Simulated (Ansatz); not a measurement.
Species: sum formula SiHBr$_{2}$ (charge 0, doublet). It need not be the lowest isomer of its formula. SMILES: Br[SiH]Br
Geometry from a B3LYP-D3(BJ)/def2-TZVP (Ansatz, an electronic-structure program) optimisation:
```
Si
H 1 1.4868
Br 1 2.2332 2 107.39
Br 1 2.2332 2 107.39 3 -119.68
```
Charge 0, spin multiplicity 2.

Computed values are from Ansatz. Correlated levels leave the core frozen unless marked. UHF or UKS for open shells. No spin-orbit coupling. The frozen core is the preceding noble-gas configuration, with the filled d and f shells of earlier blocks. No relativistic terms. Basis-set limits of correlation are two-point, X^-3; Hartree-Fock from the larger set.

| Quantity | Value |
|---|---|
| atomisation energy De | 232.7 kcal/mol at CCSD(T)/CBS(def2-TZVPPD,def2-QZVPPD) |
| total energy | -5435.0789 Eh at CCSD(T)/CBS(def2-TZVPPD,def2-QZVPPD) |
| dipole moment | 1.00 D at CCSD(T)/def2-SVPD |
| T1 diagnostic | 0.014 at CCSD/def2-QZVPPD |
